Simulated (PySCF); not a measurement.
**Tin: a sound run and one with changed settings**

Sound run: Sn [Kr] 4d10 5s2 5p2, Sn⁺ [Kr] 4d10 5s2 5p1. Computed with PySCF 2.14 in def2-TZVP with the def2 core potential (28 electrons) (6s5p3d2f, 50 functions), with scalar relativity through the core potential. The sound run starts from symmetry-adapted Hartree-Fock orbitals and uses a fine grid where one is needed.

Changed run: 14 angular points. This setting is unsound on purpose.

```tsv
species	method	sound run (hartree)	changed run (hartree)	converged
Sn	UHF	-213.33992	-213.33992	yes
Sn	MN15	-213.79230	-213.79310	yes
Sn	LDA	-213.91032	-213.91105	yes
Sn⁺	UHF	-213.08803	-213.08803	yes
Sn⁺	MN15	-213.52368	-213.52404	yes
Sn⁺	LDA	-213.63803	-213.63780	yes
```

Ionisation energy of Sn:

```json
{"method": "UHF", "sound run (eV)": "6.854", "changed run (eV)": "6.854"}
{"method": "MN15", "sound run (eV)": "7.310", "changed run (eV)": "7.322"}
{"method": "LDA", "sound run (eV)": "7.409", "changed run (eV)": "7.436"}
```

A coarse angular grid integrates products of high-l functions wrongly, so density functionals can shift, and the SCF can exploit the error; Hartree-Fock and MP2 need no grid.

For comparison, NIST gives 7.344 eV between the lowest levels.
